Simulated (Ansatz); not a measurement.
`O[Si](O)(F)O[SiH3]` → `OF` + `O[Si]O[SiH3]`  (silylene formation by 1,1-elimination)

Isolated molecules relaxed with PBE0-D4/def2-TZVP in Ansatz; ΔE leaves out vibrations. CBS: MP2 limit from def2 TZ/QZ plus the TZ coupled-cluster correction, frozen cores. This one scheme is used for every species. DFT in def2-TZVPP. Each species was taken in one conformer, which may not be the lowest.

```
           level  ΔE (kJ/mol)
          PBE-D4        774.3
          revPBE        743.5
CCSD(T)/def2-SVP        779.4
  MP2/def2-QZVPP        882.0
```

**Question.** What does CCSD(T)/CBS give? (Best estimate.)

**Answer.** The calculation gave: +847.0 kJ/mol. The listed levels differ from it by -72.7, -103.5, -67.6, 35.0 kJ/mol.

Largest T1 diagnostic among the species: 0.014.

From r2SCAN to r2SCAN0 (25 % exact exchange), in def2-TZVPP and without D4, ΔE moves by +28.8 kJ/mol. Leaving LDA and LC-ωPBE aside and taking each functional with its dispersion term where it has one, the values, not all of them listed here, spread over 104.8 kJ/mol, from revPBE-D4 to r2SCAN0-D4. LDA lies +58.6 kJ/mol from PBE without D4. In def2-TZVPP, CCSD(T) changes the Hartree–Fock value by −55.6 kJ/mol (the triples alone add −11.3 kJ/mol) and MP2 by −16.2 kJ/mol.
